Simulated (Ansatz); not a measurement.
`BOB` + ethylmethylamine → `BN(C)CC` + `BO` at 700 K and 1 bar (ligand exchange at a B–O bond).

Calculated with Ansatz (gas phase, PBE0-D4/def2-TZVP geometries, no zero-point term in ΔE). CCSD(T)/CBS is the MP2 limit (def2-TZVPP, def2-QZVPP) plus CCSD(T) − MP2 in def2-TZVPP, frozen cores. This one scheme is used for every species. One conformer a species, not always the lowest.

| species | CCSD(T)/CBS energy (Eh) | H − E (kJ/mol) | S (J/(mol·K)) |
| --- | --- | --- | --- |
| `BOB` | -127.21702 | 170.8 | 334.0 |
| `CCNC` | -174.26710 | 388.2 | 410.7 |
| `BN(C)CC` | -199.69839 | 435.2 | 454.5 |
| `BO` | -101.80414 | 126.4 | 277.4 |

H − E and S are ideal-gas, rigid-rotor, harmonic terms from PBE0-D4/def2-TZVP, for one conformer and one mirror image of each species. 1 Eh = 2625.50 kJ/mol, R = 8.31446 J/(mol·K).

Question: By hand: ΔE, ΔH, ΔS and ΔG.

Answer: ΔE = (-199.69839) + (-101.80414) − (-127.21702) − (-174.26710) = -0.01841 Eh = -48.3 kJ/mol. Δ(H − E) = 435.2 + 126.4 − 170.8 − 388.2 = 2.6, so ΔH = -45.7 kJ/mol. ΔS = 454.5 + 277.4 − 334.0 − 410.7 = -12.8 J/(mol·K). ΔG = -45.7 − 700 × (-12.8)/1000 = -36.7 kJ/mol.

Question: By hand: the equilibrium constant, and the temperature at which ΔG would vanish if ΔH and ΔS stayed fixed.

Answer: log₁₀ K = −ΔG/(RT ln 10) = 2.7. ΔG = 0 at ΔH/ΔS = 3570 K, far beyond where these terms or the molecules hold.

The number of gas molecules stays the same, so ΔS is small and ΔH decides. A doubt of 5 kJ/mol in ΔE shifts log₁₀ K by 0.4 here. Other conformers and mirror images would add mixing entropy, several J/(mol·K) or more a flexible species. These are equilibria of isolated gas molecules and say nothing of rates. Largest T1 diagnostic: 0.014 (customary marks: 0.02 for closed shells, 0.045 for open ones).
